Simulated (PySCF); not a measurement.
H2OSi, SMILES [SiH2]=O. Atoms are numbered in the order given.

```xyz
4

Si     0.0000     0.0000     0.4357
O      0.0000     0.0000    -1.0792
H      0.0000    -1.2263     1.2671
H      0.0000     1.2263     1.2671
```
Charge 0, spin multiplicity 1.

Geometry optimised at ωB97X-D3(BJ)/def2-TZVP.

Two levels are set side by side: PBE/pcSseg-2 (PySCF) and HF/pcSseg-2 (PySCF). GIAO shifts against H2O (¹⁷O), TMS (²⁹Si), TMS (¹H) at the same level; non-relativistic, no solvent, atoms listed together averaged. Differences are taken from unrounded values.

```tsv
quantity	HF
δ(²⁹Si) of Si1 (ppm)	79.7
δ(¹⁷O) of O2 (ppm)	372.7
δ(¹H) of H3, H4 (ppm)	5.83
```

Q: What does PBE give, and how far is it from HF? (The exact figures need the calculation; the answer reports its results.)

A: 
```csv
quantity,PBE,PBE minus HF
δ(²⁹Si) of Si1 (ppm),80.4,0.7
δ(¹⁷O) of O2 (ppm),507.5,134.9
"δ(¹H) of H3, H4 (ppm)",7.11,1.28
```

Rough cost on one machine, each run with all the roots and properties that it gave: HF against PBE within a factor of 2.
